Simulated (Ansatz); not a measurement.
Compare A (`IC1C=C1`) with its isomer B (`IC1=CC1`).

Calculated with Ansatz (gas phase, PBE0-D4/def2-TZVP geometries, no zero-point term in ΔE). CBS: MP2 limit from def2 TZ/QZ plus the TZ coupled-cluster correction, frozen cores. DFT in def2-TZVPP. B3LYP here is the variant with VWN-RPA as its local correlation; programs differ in this. Elements past krypton have def2 core potentials. For I outer-core shells are correlated without core-valence functions, which leaves a few kJ/mol of doubt a bond.

(1) Which isomer does CCSD(T)/CBS put lower? Give the gap. (Best estimate.)

(2) Give E(B) − E(A) in kcal/mol with PBE0-D4, CCSD(T)/def2-SVP, B3LYP-D4, CCSD(T)/def2-TZVPP, ωB97M-V, B3LYP, B2PLYP. (Estimate.)

(3) Does the order hold for the free energy at 298.15 K (harmonic terms from PBE0-D4)? (Best estimate.)

Largest T1 diagnostic: 0.010.

Results:

(1) Computed: A, by 3.0 kcal/mol.

(2) Ansatz gave: PBE0-D4 3.1, CCSD(T)/def2-SVP 2.5, B3LYP-D4 3.3, CCSD(T)/def2-TZVPP 1.9, ωB97M-V 3.2, B3LYP 3.1, B2PLYP 2.7. None reverses the order clearly.

(3) Computed: Yes: G(B) − G(A) = +3.3 kcal/mol.

Leaving LDA and LC-ωPBE aside and taking each functional with its dispersion term where it has one, the values, not all of them listed here, spread over 1.3 kcal/mol, from B97M-V to r2SCAN0-D4. In def2-TZVPP, CCSD(T) changes the Hartree–Fock value by −2.4 kcal/mol (the triples alone add −0.1 kcal/mol) and MP2 by −2.3 kcal/mol.
